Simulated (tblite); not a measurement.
C5H6F4Si.
Numbering: `[F:1][C@@H:2]1[CH:3]=[CH:4][CH2:5][Si@@H:6]1[C:7]([F:8])([F:9])[F:10]` (hydrogens: H11 on C2; H12 on C3; H13 on C4; H14, H15 on C5; H16 on Si6)

Computed with GFN2-xTB (tblite), gas phase: L-BFGS steps from a force-field or distance-geometry start until the largest atomic force falls under 0.01 eV/Å.

Step 18: E = -935.5900 eV
```
atom  x, y, z in Å  |  force x, y, z in eV/Å
F1     -0.1579   -1.3781   -1.6804   -0.020  -0.040   0.015
C2     -0.6420   -1.3034   -0.3735    0.018  -0.043   0.011
C3     -1.9227   -0.5180   -0.3658    0.028  -0.023  -0.035
C4     -1.8400    0.7646   -0.0549    0.019   0.080  -0.037
C5     -0.4948    1.3427    0.2819    0.000  -0.009   0.038
Si6     0.5282   -0.2075    0.6967   -0.021   0.013  -0.027
C7      2.3651   -0.0577    0.0394   -0.084  -0.052   0.044
F8      2.5450    1.0741   -0.6720    0.080  -0.116   0.022
F9      2.7771   -1.0779   -0.7246   -0.009   0.049  -0.061
F10     3.2387   -0.0019    1.0682   -0.056   0.088  -0.006
H11    -0.7976   -2.3381   -0.0621    0.030  -0.056   0.009
H12    -2.8376   -1.0009   -0.6683    0.019  -0.005   0.000
H13    -2.6988    1.4171   -0.0601   -0.002   0.023   0.011
H14    -0.5775    2.0862    1.0729    0.022   0.017  -0.028
H15    -0.0902    1.8466   -0.6040   -0.057   0.060   0.097
H16     0.5975   -0.6388    2.0950    0.033   0.014  -0.051
```

Step 19: E = -935.5922 eV
```
atom  x, y, z in Å  |  force x, y, z in eV/Å
F1     -0.1600   -1.3807   -1.6815   -0.034  -0.040   0.053
C2     -0.6433   -1.3024   -0.3733    0.035  -0.046   0.021
C3     -1.9252   -0.5167   -0.3676    0.044  -0.049  -0.039
C4     -1.8431    0.7666   -0.0581    0.022   0.057  -0.007
C5     -0.4973    1.3425    0.2830   -0.005   0.009   0.031
Si6     0.5313   -0.2044    0.6950   -0.114  -0.039  -0.032
C7      2.3646   -0.0591    0.0387   -0.052  -0.028   0.027
F8      2.5513    1.0700   -0.6733    0.068  -0.076   0.003
F9      2.7779   -1.0793   -0.7235    0.002   0.020  -0.051
F10     3.2330   -0.0008    1.0716   -0.031   0.066   0.002
H11    -0.7945   -2.3377   -0.0566    0.018  -0.008  -0.016
H12    -2.8392   -1.0026   -0.6717    0.042   0.018   0.008
H13    -2.7028    1.4195   -0.0635    0.030   0.005   0.008
H14    -0.5765    2.0831    1.0768   -0.003   0.024  -0.018
H15    -0.0945    1.8517   -0.6001   -0.042   0.059   0.079
H16     0.6107   -0.6405    2.0926    0.021   0.026  -0.069
```

Step 20: E = -935.5941 eV
```
atom  x, y, z in Å  |  force x, y, z in eV/Å
F1     -0.1622   -1.3839   -1.6815   -0.032  -0.040   0.060
C2     -0.6439   -1.3025   -0.3727    0.029  -0.038   0.020
C3     -1.9264   -0.5159   -0.3695    0.045  -0.044  -0.025
C4     -1.8452    0.7685   -0.0611    0.018   0.009   0.016
C5     -0.4995    1.3424    0.2845   -0.011   0.026   0.020
Si6     0.5318   -0.2026    0.6932   -0.141  -0.066  -0.030
C7      2.3632   -0.0609    0.0387   -0.005  -0.003  -0.004
F8      2.5579    1.0652   -0.6743    0.038  -0.019  -0.020
F9      2.7787   -1.0798   -0.7235    0.005  -0.016  -0.027
F10     3.2278    0.0014    1.0742   -0.017   0.031   0.018
H11    -0.7916   -2.3381   -0.0527    0.003   0.019  -0.024
H12    -2.8396   -1.0037   -0.6743    0.054   0.033   0.009
H13    -2.7055    1.4217   -0.0659    0.051  -0.009   0.001
H14    -0.5758    2.0814    1.0793   -0.026   0.028   0.007
H15    -0.0988    1.8572   -0.5953   -0.019   0.059   0.047
H16     0.6214   -0.6414    2.0895    0.007   0.029  -0.068
```

Task: Estimate the geometry and energy of step 21. (The exact step hangs on the optimiser's Hessian estimate; all steps are aligned on step 20, rigid shifts and turns removed.)

Result: E = -935.5955 eV, largest force 0.111 eV/Å
```
atom  x, y, z in Å  |  force x, y, z in eV/Å
F1     -0.1647   -1.3873   -1.6804   -0.015  -0.041   0.037
C2     -0.6442   -1.3032   -0.3718    0.008  -0.026   0.010
C3     -1.9265   -0.5155   -0.3714    0.035  -0.017  -0.001
C4     -1.8466    0.7697   -0.0633    0.016  -0.034   0.028
C5     -0.5017    1.3429    0.2863   -0.011   0.035   0.010
Si6     0.5300   -0.2021    0.6912   -0.093  -0.055  -0.027
C7      2.3620   -0.0625    0.0387    0.027   0.015  -0.031
F8      2.5644    1.0607   -0.6756    0.006   0.026  -0.035
F9      2.7797   -1.0805   -0.7238    0.002  -0.040   0.004
F10     3.2238    0.0037    1.0764   -0.017  -0.003   0.026
H11    -0.7896   -2.3384   -0.0501   -0.014   0.017  -0.016
H12    -2.8392   -1.0040   -0.6765    0.050   0.034   0.004
H13    -2.7068    1.4233   -0.0681    0.055  -0.019  -0.007
H14    -0.5761    2.0809    1.0815   -0.043   0.026   0.033
H15    -0.1028    1.8629   -0.5903    0.002   0.056   0.016
H16     0.6308   -0.6417    2.0858   -0.007   0.026  -0.051
```

The energy changes by -0.0014 eV. The first-order estimate −F·Δx gives -0.0020 eV and the mean of the old and new forces, exact on a quadratic surface, -0.0014 eV. The step makes an angle of 65° with the force vector and moves no atom by more than 0.010 Å.

The cost below is that of the whole relaxation. Hardware: one thread, Arm Neoverse N1 (aarch64), shared host with 64 logical CPUs at a one-minute load of 60. Cost: 1.4 s of wall time.
